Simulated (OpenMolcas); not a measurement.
## Computed transition rates of Fe VI

```
Program             : OpenMolcas 26.06
Method              : MS-CASPT2, IPEA 0.25 Eh, imaginary shift 0.1 Eh (closed shells correlated: 3s 3p)
Basis               : ANO-RCC-VTZP [6s5p3d2f1g]
Scalar Hamiltonian  : DKH2, point nucleus
Active space        : 3 electrons in 5 orbitals (3d)
State averaging     : 2S+1 = 4 even, 10 roots; 2S+1 = 2 even, 40 roots
Spin-orbit coupling : state interaction with AMFI integrals over the reference wave functions, term energies averaged over their components
```

Rates come from the transition moments of the reference wave functions (E1 and E2 in the length form). At fixed line strength A goes as λ^-3 for E1 and M1 and as λ^-5 for E2, so a rate at the computed wavelength can be rescaled to the measured one. Measured vacuum wavelengths follow from level energies in Corliss and Sugar, J. Phys. Chem. Ref. Data 11, 135 (1982). Branching counts decays inside the model space alone, at computed energies, and the table is only a selection of the E2 and M1 lines, drawn from those between levels with measured partners whose computed energy lies within a factor of 1.5 of the measured one.

```
               Upper       Lower  Type  λ computed (nm)  λ measured (nm)  A computed (s-1)  A rescaled (s-1)  Branching %
       3d3 2D 3/2(2)  3d3 2G 7/2    E2            183.6            194.4          1.59e+01          1.19e+01         65.0
       3d3 2D 5/2(2)  3d3 2G 9/2    E2            187.4            198.4          1.35e+01          1.02e+01         56.3
       3d3 2D 5/2(1)  3d3 4F 7/2    M1            352.2            366.4          1.10e+00                           77.4
3d3 2D 3/2(1) [63 %]  3d3 4F 5/2    M1              343            355.7          8.16e-01                           51.4
          3d3 2G 9/2  3d3 4F 9/2    M1            508.7            517.7          6.03e-01                           70.4
   3d3 2P 3/2 [61 %]  3d3 4F 5/2    M1            375.2            389.1          4.73e-01                           39.7
3d3 2D 3/2(1) [63 %]  3d3 4F 3/2    M1            336.7            349.3          4.49e-01                           28.3
          3d3 2P 1/2  3d3 4P 1/2    M1             1281             1289          3.69e-01                           98.4
   3d3 2P 3/2 [61 %]  3d3 4F 3/2    M1            367.7            381.5          2.97e-01                           25.0
          3d3 2G 9/2  3d3 4F 7/2    M1            486.6            496.9          2.49e-01                           29.0
          3d3 2G 7/2  3d3 4F 7/2    M1            504.8            514.7          2.46e-01                           50.1
          3d3 2G 7/2  3d3 4F 5/2    M1            486.8            497.4          2.31e-01                           47.0
          3d3 2F 5/2  3d3 4F 3/2    M1            207.7            214.6          2.12e-01                           26.2
          3d3 2H 9/2  3d3 2G 9/2    M1             1293             1350          2.06e-01                           61.2
          3d3 2H 9/2  3d3 2G 7/2    M1             1180             1233          1.21e-01                           35.9
         3d3 2H 11/2  3d3 2G 9/2    M1             1209             1268          1.15e-01                           97.4
          3d3 4P 1/2  3d3 4F 3/2    E2            510.2            533.7          7.18e-02          5.73e-02         63.5
          3d3 4P 5/2  3d3 4F 9/2    E2            546.5            567.9          6.08e-02          5.02e-02         60.3
          3d3 4P 3/2  3d3 4F 7/2    E2            540.2            563.3          4.55e-02          3.69e-02         43.7
          3d3 4P 1/2  3d3 4F 5/2    E2            524.8            548.6          4.12e-02          3.30e-02         36.4
          3d3 4P 3/2  3d3 4F 5/2    E2            519.7            542.6          3.96e-02          3.19e-02         38.0
          3d3 4P 5/2  3d3 4F 7/2    E2            521.1            542.8          2.47e-02          2.01e-02         24.5
          3d3 4F 9/2  3d3 4F 7/2    M1            11220            12310          1.92e-02          1.45e-02        100.0
          3d3 4F 7/2  3d3 4F 5/2    M1            13680            14770          1.70e-02          1.35e-02        100.0
          3d3 4F 5/2  3d3 4F 3/2    M1            18390            19560          6.96e-03          5.78e-03        100.0
```

Spin-changing lines and M1 lines between different terms are not rescaled, since their strength hangs on the term gaps too.

The largest correction is for 3d3 2D 3/2(2) → 3d3 2G 7/2 (E2): 1.59e+01 × (183.6 / 194.4)^5 = 1.19e+01 s-1, a factor of 0.75.

The computed rate and branching of 3d3 4F 5/2 → 3d3 4F 3/2 give the upper level a radiative lifetime of 1.000 / 6.96e-03 s-1 = 1.44e+02 s, counting decays inside the model space alone. The rescaled rate gives about 1.7e+02 s.

The computed order of these levels differs from the measured one in 1 place, and where term gaps are wrong the rates of spin-changing lines can be off by large factors.

These are rates of the free ion; in crystals, glasses and complexes forced electric-dipole and non-radiative decay shorten such lifetimes by orders of magnitude. No measured rate stands beside these. Rescaling mends the energy factor alone: line strengths can still be far off where a level mixes with configurations outside the active space, and weak or spin-changing lines hang on small mixing coefficients that depend on the term gaps too, so rescaling need not improve them.

CASPT2 does not keep the components of a term degenerate, so their means are used; among the terms shown or strongly mixed into the levels shown the widest spread is 1000 cm-1 (3d3 4F). Measured partners are found by configuration, term and J. A level has none where our copy of the source lacks it or the pairing is in doubt (some pairs that miss far off the trend of their configuration count as doubtful). Only configurations of the active space appear.

A share in square brackets marks a mixed level and gives the weight of the term that names it. A number in round brackets counts repeated terms of one configuration in the order of the reference energies.
